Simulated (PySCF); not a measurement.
**Atomic charges by several schemes**

Compound: C₅H₁₃OPSi.
Geometry (GFN2-xTB, Å), atoms numbered from 1 in this order:
```
atom  x, y, z in Å
C1    -2.9099   -0.5053    0.7307
O2    -1.6218   -0.0253    0.4411
C3    -1.2634   -0.1386   -0.9131
P4     0.4025    0.6570   -1.1007
Si5   -0.0222    2.2206    0.4604
C6     1.3559   -0.5169   -0.0551
C7     2.2669   -1.5142   -0.7147
C8     2.8460   -0.3508    0.0203
H9    -3.0665   -0.3559    1.7975
H10   -3.6726    0.0450    0.1662
H11   -2.9950   -1.5723    0.4916
H12   -1.9836    0.3914   -1.5562
H13   -1.2324   -1.1912   -1.2335
H14    1.0675    3.1949    0.3258
H15   -1.2882    2.8696    0.1157
H16   -0.0419    1.7333    1.8383
H17    0.8404   -0.8305    0.8467
H18    2.3299   -1.5119   -1.7933
H19    2.3504   -2.4972   -0.2738
H20    3.3333   -0.5245    0.9685
H21    3.2958    0.4399   -0.5629
```

Density: PBE0/pcSseg-1 (PySCF); schemes: Mulliken, IAO, Hirshfeld and ESP-fitted. One conformer (not necessarily the lowest) at the GFN2-xTB geometry, without solvent, vibrations or thermal averaging.

Q: Tabulate the Mulliken, IAO, Hirshfeld and ESP-fitted charges.

A: In e:

```json
{"atom": "C1", "environment": "methoxy carbon", "Mulliken": "-0.018", "IAO": "-0.202", "Hirshfeld": "-0.037", "ESP-fitted": "-0.385"}
{"atom": "O2", "environment": "ether oxygen", "Mulliken": "-0.532", "IAO": "-0.384", "Hirshfeld": "-0.108", "ESP-fitted": "-0.165"}
{"atom": "C3", "environment": "sp3 carbon bound to oxygen", "Mulliken": "-0.147", "IAO": "-0.231", "Hirshfeld": "-0.045", "ESP-fitted": "+0.123"}
{"atom": "P4", "environment": "three-coordinate phosphorus", "Mulliken": "+0.055", "IAO": "+0.215", "Hirshfeld": "+0.057", "ESP-fitted": "-0.384"}
{"atom": "Si5", "environment": "SiH3 silicon", "Mulliken": "+0.443", "IAO": "+0.419", "Hirshfeld": "+0.231", "ESP-fitted": "+0.360"}
{"atom": "C6", "environment": "sp3 carbon bound to phosphorus", "Mulliken": "-0.486", "IAO": "-0.321", "Hirshfeld": "-0.090", "ESP-fitted": "+0.257"}
{"atom": "C7", "environment": "three-membered-ring carbon", "Mulliken": "-0.183", "IAO": "-0.288", "Hirshfeld": "-0.093", "ESP-fitted": "-0.292"}
{"atom": "C8", "environment": "three-membered-ring carbon", "Mulliken": "-0.188", "IAO": "-0.288", "Hirshfeld": "-0.090", "ESP-fitted": "-0.399"}
{"atom": "H9", "environment": "methyl hydrogen", "Mulliken": "+0.125", "IAO": "+0.160", "Hirshfeld": "+0.053", "ESP-fitted": "+0.177"}
{"atom": "H10", "environment": "methyl hydrogen", "Mulliken": "+0.093", "IAO": "+0.124", "Hirshfeld": "+0.039", "ESP-fitted": "+0.129"}
{"atom": "H11", "environment": "methyl hydrogen", "Mulliken": "+0.095", "IAO": "+0.126", "Hirshfeld": "+0.040", "ESP-fitted": "+0.135"}
{"atom": "H12", "environment": "methylene hydrogen", "Mulliken": "+0.137", "IAO": "+0.128", "Hirshfeld": "+0.033", "ESP-fitted": "+0.083"}
{"atom": "H13", "environment": "methylene hydrogen", "Mulliken": "+0.140", "IAO": "+0.133", "Hirshfeld": "+0.036", "ESP-fitted": "+0.041"}
{"atom": "H14", "environment": "Si–H hydrogen", "Mulliken": "-0.085", "IAO": "-0.124", "Hirshfeld": "-0.089", "ESP-fitted": "-0.103"}
{"atom": "H15", "environment": "Si–H hydrogen", "Mulliken": "-0.078", "IAO": "-0.109", "Hirshfeld": "-0.079", "ESP-fitted": "-0.071"}
{"atom": "H16", "environment": "Si–H hydrogen", "Mulliken": "-0.070", "IAO": "-0.107", "Hirshfeld": "-0.077", "ESP-fitted": "-0.111"}
{"atom": "H17", "environment": "methine hydrogen", "Mulliken": "+0.166", "IAO": "+0.151", "Hirshfeld": "+0.037", "ESP-fitted": "+0.022"}
{"atom": "H18", "environment": "methylene hydrogen", "Mulliken": "+0.133", "IAO": "+0.149", "Hirshfeld": "+0.042", "ESP-fitted": "+0.132"}
{"atom": "H19", "environment": "methylene hydrogen", "Mulliken": "+0.131", "IAO": "+0.149", "Hirshfeld": "+0.048", "ESP-fitted": "+0.121"}
{"atom": "H20", "environment": "methylene hydrogen", "Mulliken": "+0.134", "IAO": "+0.151", "Hirshfeld": "+0.049", "ESP-fitted": "+0.151"}
{"atom": "H21", "environment": "methylene hydrogen", "Mulliken": "+0.136", "IAO": "+0.149", "Hirshfeld": "+0.044", "ESP-fitted": "+0.179"}
```

Mean size of the charges over all atoms: IAO 0.196 e, ESP-fitted 0.182 e, Mulliken 0.170 e, Hirshfeld 0.067 e. Each set sums to the total charge, 0, to within 0.001 e. The Mulliken scheme counts on each atom the diagonal of the density matrix times the overlap matrix over that atom's basis functions. The IAO scheme counts the electrons in orthogonalised intrinsic atomic orbitals, a minimal basis polarised so that it spans the occupied orbitals exactly.

Lowest charge. The schemes don't all agree: Mulliken O2 (-0.532); IAO O2 (-0.384); Hirshfeld O2 (-0.108); ESP-fitted C8 (-0.399).

Highest charge. All schemes agree: Mulliken Si5 (+0.443); IAO Si5 (+0.419); Hirshfeld Si5 (+0.231); ESP-fitted Si5 (+0.360).

Q: How closely do the schemes follow one another over all atoms?

A: Correlation coefficient and root-mean-square difference: IAO with Hirshfeld 0.93, 0.144 e; Mulliken with IAO 0.93, 0.083 e; Mulliken with Hirshfeld 0.88, 0.153 e; Hirshfeld with ESP-fitted 0.56, 0.182 e; IAO with ESP-fitted 0.51, 0.212 e; Mulliken with ESP-fitted 0.39, 0.238 e.

Q: Sum the charges by element, for elements with more than one atom.

A: 
| element | atoms | Mulliken | IAO | Hirshfeld | ESP-fitted |
| --- | --- | --- | --- | --- | --- |
| C | 5 | -1.022 | -1.329 | -0.355 | -0.695 |
| H | 13 | +1.055 | +1.078 | +0.175 | +0.883 |

Q: How many electrons does the Hirshfeld scheme count on Si5?

A: Z − q = 14 − (+0.231) = 13.769.
